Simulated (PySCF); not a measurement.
**Fractional electron number in Cu²⁺ (copper, charge +2)**

The 3d beta orbital of [Ar] 3d9 is emptied in steps (occupation f), with all orbitals relaxed, ending at [Ar] 3d8. All numbers are calculated (PySCF 2.14, the non-relativistic Hamiltonian (point nucleus), in def2-SVP (5s3p2d1f, 31 functions)). The exact energy is a straight line in f; departures are measured from the line between the end points of the same method.

```json
{"f": "1", "PBE0 (eV)": "0.000", "r2SCAN (eV)": "0.000", "LC-wPBE (eV)": "0.000"}
{"f": "0.75", "PBE0 (eV)": "-1.165", "r2SCAN (eV)": "-1.614", "LC-wPBE (eV)": "-0.747"}
{"f": "0.5", "PBE0 (eV)": "-1.569", "r2SCAN (eV)": "-2.160", "LC-wPBE (eV)": "-1.014"}
{"f": "0.25", "PBE0 (eV)": "-1.188", "r2SCAN (eV)": "-1.624", "LC-wPBE (eV)": "-0.773"}
{"f": "0", "PBE0 (eV)": "0.000", "r2SCAN (eV)": "0.000", "LC-wPBE (eV)": "0.000"}
```

| method | E(f=0) − E(f=1) (eV) | −ε at f=1 (eV) | −ε at f=0.5 (eV) |
| --- | --- | --- | --- |
| PBE0 | 37.826 | 31.675 | 37.765 |
| r2SCAN | 37.440 | 28.868 | 37.414 |
| LC-wPBE | 38.191 | 34.276 | 38.120 |

Orbital energy along the path (eV):

| f | PBE0 | r2SCAN | LC-wPBE |
| --- | --- | --- | --- |
| 1 | -31.675 | -28.868 | -34.276 |
| 0.75 | -34.673 | -33.110 | -36.143 |
| 0.5 | -37.765 | -37.414 | -38.120 |
| 0.25 | -40.949 | -41.755 | -40.202 |
| 0 | -44.219 | -46.125 | -42.380 |

Reference removal energy between the ground levels: 36.841 ± 0.012 eV (measured; NIST Atomic Spectra Database, ionization energies). The calculation has no spin-orbit coupling. The determinant left behind need not be the lowest term of the ion.
